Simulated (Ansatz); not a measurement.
Compare A (`N[SiH]([SiH3])[InH2]`) with its isomer B (`[SiH3][N]([SiH3])[InH2]`).

Calculated with Ansatz (gas phase, PBE0-D4/def2-TZVP geometries, no zero-point term in ΔE). CBS: MP2 limit from def2 TZ/QZ plus the TZ coupled-cluster correction, frozen cores. Functionals use def2-TZVPP. B3LYP here is the variant with VWN-RPA as its local correlation; programs differ in this. Elements past krypton have def2 core potentials. For In outer-core shells are correlated without core-valence functions, which leaves a few kJ/mol of doubt a bond. One conformer a species, not always the lowest.

A:

Z-matrix (Å, degrees):
```
Si
Si 1 2.343
In 1 2.593 2 108.4
N 1 1.739 2 108.3 3 -129.7
H 1 1.494 2 107.6 3 115.9
H 2 1.489 1 109.3 3 -49.5
H 2 1.492 1 109.6 3 68.2
H 2 1.488 1 113.0 3 -171.2
H 3 1.737 1 121.5 2 -115.3
H 3 1.735 1 122.3 2 63.7
H 4 1.009 1 118.0 2 -164.6
H 4 1.009 1 118.2 2 59.6
```

B:

```xyz
12

Si   -0.115   -1.677    0.153
N    -0.069    0.043   -0.001
Si    1.452    0.847   -0.153
In   -1.821    1.130    0.000
H    -1.531   -2.126    0.246
H     0.519   -2.350   -1.017
H     0.608   -2.141    1.371
H     2.204    0.379   -1.352
H     2.323    0.608    1.033
H     1.223    2.312   -0.281
H    -3.220    0.162    0.151
H    -1.574    2.813   -0.151
```

(1) Which isomer does CCSD(T)/CBS put lower? Give the gap. (An estimate is asked.)

(2) Give E(B) − E(A) in kcal/mol with B3LYP, PBE-D4, B2PLYP, B3LYP-D4, HF/def2-TZVPP, r2SCAN-D4, LDA (SPW92). (Best estimate.)

(3) Does the order hold for the free energy at 298.15 K (harmonic terms from PBE0-D4)? (Best estimate.)

Largest T1 diagnostic: 0.015.

## Answers

(1) Computed: B, by 20.2 kcal/mol.

(2) The calculation gave: B3LYP -14.7, PBE-D4 -9.7, B2PLYP -18.6, B3LYP-D4 -16.3, HF/def2-TZVPP -21.5, r2SCAN-D4 -15.0, LDA (SPW92) -10.6. None reverses the order clearly.

(3) Computed: Yes: G(B) − G(A) = -21.3 kcal/mol, for one conformer each. Modes under 60 cm⁻¹, often nearly free rotors, make the harmonic entropy too high.

From PBE to PBE0 (25 % exact exchange), in def2-TZVPP and without D4, E(B) − E(A) moves by −2.0 kcal/mol. The D4 term adds −1.6 kcal/mol with B3LYP and −0.8 kcal/mol with PBE0; it sums over pairs of atoms, weighted by their polarisabilities, and B3LYP, whose exchange is more repulsive, gets the larger term.
